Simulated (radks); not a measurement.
Problem. These are the eigenvalues of the occupied orbitals of an atom or ion with whole-number occupations (eV). Method: scalar-relativistic Kohn-Sham, PBE, spin-polarised, spherical densities, finite nucleus; Fermi nuclear charge, rms radius of each element as measured or else 0.836 A^(1/3) + 0.57 fm; computed with a radial shooting solver on a logarithmic mesh with Libxc functionals.

1s down: -73884.56
1s up: -73884.55
2s up: -12900.50
2s down: -12900.21
2p up: -11241.19
2p down: -11240.96
3s up: -3031.588
3s down: -3031.496
3p up: -2544.130
3p down: -2544.024
3d up: -1998.784
3d down: -1998.587
4s up: -670.0721
4s down: -669.8070
4p up: -510.1191
4p down: -509.8735
4d up: -311.3135
4d down: -311.0234
5s up: -130.3790
5s down: -128.0328
4f up: -90.4705
4f down: -89.9549
5p up: -89.4501
5p down: -86.4635
5d up: -42.2551
6d up: -15.7031

Which element is it, and in what charge state? The configuration may be excited. Open shells, if any, are filled with parallel spins first.

Solution. Z = 76, osmium, charge +3: Os3+ in [Xe] 4f14 5d4 6d1. The list shows which subshells hold electrons but not how many an open one holds; the 1s level, -2715.2 hartree, gives Z - s = 73.7 by -(Z - s)^2/2, which with screening and relativity narrows Z to a few neighbours, and the depths of the outer levels then fix element, charge and occupations together.
